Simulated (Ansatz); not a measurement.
C5H7LiO2, SMILES `CC1=CC(C)=[O+][Li-][O]1`, 15 atoms. Total charge 0; spin multiplicity 1. Correlated methods include outer-core shells of Li, which these sets cover unevenly. All runs use 4 threads of an Arm Neoverse V2 on a shared host. Correlated methods freeze the cores.

Problem. How many basis functions does each run have, and how long does it take in Ansatz? RKS PBE0-D4/def2-SVP energy; RKS ωB97M-V/def2-SVP energy; direct RPA on PBE orbitals/def2-TZVPP energy; RHF-MP2/def2-TZVPP energy; RKS LC-ωPBE/def2-TZVPP energy; RKS PBE0-D4/def2-QZVPP energy; RKS PBE0-D4/def2-TZVP frequencies; RHF-MP2/def2-QZVPP energy; RKS ωB97M-V/def2-QZVPP energy; RKS PBE-D4/def2-TZVPP energy and forces; RKS PBE0-D4/def2-TZVP relaxation (15 steps); RHF-CCSD(T)/def2-SVP energy. (Best estimate.)

Solution. The calculation gave: Other jobs shared the machine, so times are rough.

```csv
level,job,functions,wall time,peak host memory (GiB)
RKS PBE0-D4/def2-SVP,energy,142,1.9 s,0.38
RKS LC-ωPBE/def2-TZVPP,energy,334,4.4 s,0.79
RKS PBE-D4/def2-TZVPP,energy and forces,334,4.5 s,0.52
RHF-MP2/def2-TZVPP,energy,334,7.5 s,1.2
RKS ωB97M-V/def2-SVP,energy,142,8 s,0.54
direct RPA on PBE orbitals/def2-TZVPP,energy,334,13 s,1.2
RKS PBE0-D4/def2-QZVPP,energy,644,16 s,2.7
RHF-CCSD(T)/def2-SVP,energy,142,33 s,1.3
RKS ωB97M-V/def2-QZVPP,energy,644,33 s,3.4
RHF-MP2/def2-QZVPP,energy,644,53 s,6.5
RKS PBE0-D4/def2-TZVP,relaxation (15 steps),273,93 s,0.92
RKS PBE0-D4/def2-TZVP,frequencies,273,6.4 min,0.92
```

LC-ωPBE has ω = 0.4 bohr⁻¹.
